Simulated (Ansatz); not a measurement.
Cd₆Se₆⁻, relaxed as a doublet with UKS PBE-D4/def2-SVP in Ansatz, starting from the PBE-D4/def2-SVP geometry of the neutral singlet. Force threshold 0.03 eV/Å.

In the def2 sets Cd takes a core potential; there is no spin–orbit coupling. The relaxation made no stability test and no search for a lower SCF solution. The structure comes from a short search, and lower isomers may exist.

Start:

```xyz
12

Cd    4.077    2.283   -0.033
Cd   -0.250    0.374   -2.141
Cd   -1.067   -2.751    1.574
Cd   -3.665   -0.963    0.343
Cd   -0.118   -2.471   -1.081
Cd    1.919    0.212    0.589
Se    2.142   -1.224   -1.518
Se   -2.001   -1.448   -2.523
Se    1.041    0.568    2.955
Se    0.455    2.475   -0.786
Se   -1.126    0.447    1.925
Se   -1.407    2.497    0.697
```

Q: Estimate the energy that the relaxation releases and the steps that it takes.

A: 0.23 eV, in 10 steps; 2.1 min on 4 threads of Intel Xeon Platinum 8488C on a shared host. The force fell under the threshold at step 8, but the optimiser went on. No frequencies were taken in this run, so the end may be a saddle point.

Q: Does the start keep its bonding?

A: By distances, no bond broke or formed. The bond that changes most is Cd3–Se11, from 3.22 to 2.95 Å (atoms count from 1).

Q: Predict the relaxed structure.

A: 
```xyz
12

Cd    3.841    2.450   -0.010
Cd   -0.221    0.264   -2.082
Cd   -0.908   -2.609    1.680
Cd   -3.503   -0.612    0.105
Cd   -0.211   -2.777   -1.093
Cd    1.848    0.122    0.584
Se    2.073   -1.220   -1.554
Se   -1.995   -1.469   -2.617
Se    1.140    0.527    2.987
Se    0.411    2.462   -0.762
Se   -1.090    0.316    1.994
Se   -1.386    2.547    0.767
```
Bond lengths (bridged metal pairs left out): 9 × Cd–Se 2.53 to 3.06 Å; 3 × Se–Se 2.36 to 2.56 Å; 2 × Cd–Cd 2.86 to 3.12 Å.
